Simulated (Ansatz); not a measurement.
The multiplicity was assumed; other spin states weren't computed. def2 core potentials replace the inner electrons of Au.

Species: C₄H₂Au₂S₃, SMILES `[Au][S]c1ccc([S][Au])s1` (Au–S–C–S torsion 72°, S–C–S–Au torsion 72°) (charge 0, multiplicity 1).

Question: Give a relaxed geometry from Ansatz (a quantum-chemistry and plane-wave program) with r2SCAN-D4/def2-SVP.

Answer: One answer among several that fit: the end point of this relaxation, one of several conformers (outside a Z-matrix the atoms follow the SMILES, hydrogens last).
Bonds (Å): Au1–S2 2.274, S2–C3 1.735, C3–C4 1.394, C3–S9 1.746, C4–C5 1.409, C4–H10 1.092, C5–C6 1.394, C5–H11 1.092, C6–S7 1.736, C6–S9 1.746, S7–Au8 2.275. Angles (°): Au1–S2–C3 104.3, S2–C3–C4 126.1, S2–C3–S9 123.0, C4–C3–S9 110.7, C3–C4–C5 113.3, C3–C4–H10 121.8, C5–C4–H10 124.9, C4–C5–C6 113.3, C4–C5–H11 124.9, C6–C5–H11 121.8, C5–C6–S7 126.1, C5–C6–S9 110.7, S7–C6–S9 122.9, C6–S7–Au8 104.1, C3–S9–C6 92.0.
